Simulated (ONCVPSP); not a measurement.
Scattering properties, ONCV potential for chlorine

```
Element                 : chlorine
Generator               : ONCVPSP 4.0.1
Type                    : optimised norm-conserving Vanderbilt (ONCV)
Functional              : PBEsol
Relativity              : scalar-relativistic
Frozen core             : [Ne]
Valence charge          : 7
Reference configuration : 3s2 3p5
Partial waves           : 3s: rc 1.15 bohr, ncon 4, nbas 9, qcut 6.5 1/bohr, 2 projectors, debl 0.7 Ha; 3p: rc 1.35 bohr, ncon 4, nbas 9, qcut 5.4 1/bohr, 2 projectors, debl 3.6 Ha
Local potential         : polynomial inside 0.70 bohr (lpopt 5, dvloc0 6 Ha)
Core correction         : Teter function, fcfact 2.25, rcfact 1.75
```

In the s channel the program set the typed energies aside and used -0.758, 0.250 Ha.

The phase is arctan(r·R′/R) of the radial function R(r), unwrapped; energies in Ha, scanned from -2 to 5 Ha. A pole is an energy at which the radial function vanishes at the test radius. The pseudo phase is shifted by a multiple of π to meet the all-electron one at the reference energy, and phase errors are pseudo minus all-electron; the curves can meet again beyond the range given. Levels narrower than the energy grid can be missing from the lists of poles.

```json
{"channel": "s", "radius (bohr)": "1.17", "reference energy (Ha)": "-0.76", "poles, all-electron": "none", "poles, pseudo": "none", "unbroken range about the reference energy with phases within 0.05 rad": "the whole range", "phase error 1 Ha above the reference energy (rad)": "+0.000"}
{"channel": "p", "radius (bohr)": "1.37", "reference energy (Ha)": "-0.31", "poles, all-electron": "3.21", "poles, pseudo": "3.21", "unbroken range about the reference energy with phases within 0.05 rad": "the whole range", "phase error 1 Ha above the reference energy (rad)": "-0.000"}
```

Note: ghosts flagged at negative energy: s at -199.6 eV; no localised positive-energy state flagged. A true bound ghost makes a file unfit for plane-wave use.

Phases in the p channel:

```tsv
E (Ha)	all-electron	pseudo
-1.98	0.727	0.724
-1.80	0.636	0.632
-1.62	0.524	0.522
-1.44	0.390	0.388
-1.26	0.232	0.230
-1.08	0.051	0.050
-0.90	-0.144	-0.145
-0.72	-0.339	-0.340
-0.54	-0.522	-0.522
-0.36	-0.683	-0.683
-0.18	-0.819	-0.819
0.00	-0.932	-0.932
0.18	-1.026	-1.026
0.36	-1.103	-1.104
0.54	-1.169	-1.169
0.72	-1.223	-1.224
0.90	-1.270	-1.270
1.08	-1.310	-1.311
1.26	-1.346	-1.346
1.44	-1.377	-1.377
1.62	-1.405	-1.405
1.80	-1.430	-1.430
1.98	-1.452	-1.452
2.16	-1.473	-1.473
2.34	-1.492	-1.492
2.52	-1.510	-1.510
2.70	-1.527	-1.527
2.88	-1.543	-1.543
3.06	-1.558	-1.558
3.24	-1.573	-1.573
3.42	-1.587	-1.587
3.60	-1.601	-1.601
3.78	-1.615	-1.615
3.96	-1.629	-1.629
4.14	-1.643	-1.643
4.32	-1.657	-1.657
4.50	-1.671	-1.672
4.68	-1.686	-1.687
4.86	-1.701	-1.703
```
